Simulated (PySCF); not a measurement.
**Working out the ionisation energy of Ar⁺**

Ar⁺ [Ne] 3s2 3p5 (2P) → Ar²⁺ [Ne] 3s2 3p4 (3P). Calculation: PySCF 2.14, in an even-tempered Gaussian basis (21 s from 0.01 bohr⁻², ratio 2.5; 15 p from 0.013 bohr⁻², ratio 2.5; 6 d from 0.91 bohr⁻², ratio 2.7; 5 f from 1.4 bohr⁻², ratio 2.7); the non-relativistic Hamiltonian (point nucleus). Frozen: 1s2; the 21 highest virtual orbitals dropped. Energies in hartree (1 hartree = 27.21139 eV):

```
             part  Ar⁺ (lower)  Ar²⁺ (upper)
              UHF  -526.278903   -525.310144
MP2 opposite-spin    -0.359758     -0.338087
    MP2 same-spin    -0.127835     -0.121078
```

What does Hartree-Fock give?

(-525.310144) − (-526.278903) = 0.968759 hartree = 26.361 eV.

What do MP2 and SCS-MP2 (6/5 opposite-spin, 1/3 same-spin) give?

The opposite-spin parts differ by 0.590 eV and the same-spin parts by 0.184 eV. MP2: 26.361 + (0.590) + (0.184) = 27.135 eV. SCS-MP2: 26.361 + 1.2 × (0.590) + (0.184)/3 = 27.130 eV.

A first-order spin-orbit estimate adds -0.006 eV to MP2 (outer shells), giving 27.129 eV against 27.630 eV (measured; NIST Atomic Spectra Database, ionization energies).

What remains against the reference includes basis incompleteness, the frozen core and correlation beyond second order.
